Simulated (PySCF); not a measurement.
## C₆ coefficients of unlike pairs at wB97X-V

Calculated with PySCF 2.14 from the dipole response of each species, C₆(A,B) = (3/π) ∫ α_A(iu) α_B(iu) du, in atomic units, from isotropic polarisabilities. For ions this is the dispersion term alone; charge-induced terms of lower order in 1/R come first.

```
species       configuration                                                                        basis      relativity  α (bohr³)  C₆ (like pair)
     Be       [He] 2s2 (1S)  aug-cc-pVTZ with one added diffuse shell each of s, p, d, f type (6s5p4d3f)            none      43.46           263.7
   Sn³⁺  [Kr] 4d10 5s1 (2S)         def2-QZVPPD with the def2 core potential (28 electrons) (8s6p5d4f1g)  core potential      9.447           37.50
   Be²⁺            1s2 (1S)                                                         dyall-av2z (11s7p2d)            none    0.05411         0.01170
```

Problem. Estimate C₆ for Be²⁺ with Sn³⁺.

Solution. The integral gives 0.4905. The combination rule 2 C_A C_B / (C_A α_B/α_A + C_B α_A/α_B) gives 0.3887 and the geometric mean 0.6625.

No spin-orbit coupling is included.

The other pairs:

```csv
pair,C₆
"Be²⁺, Be",0.6569
"Sn³⁺, Be",83.29
```
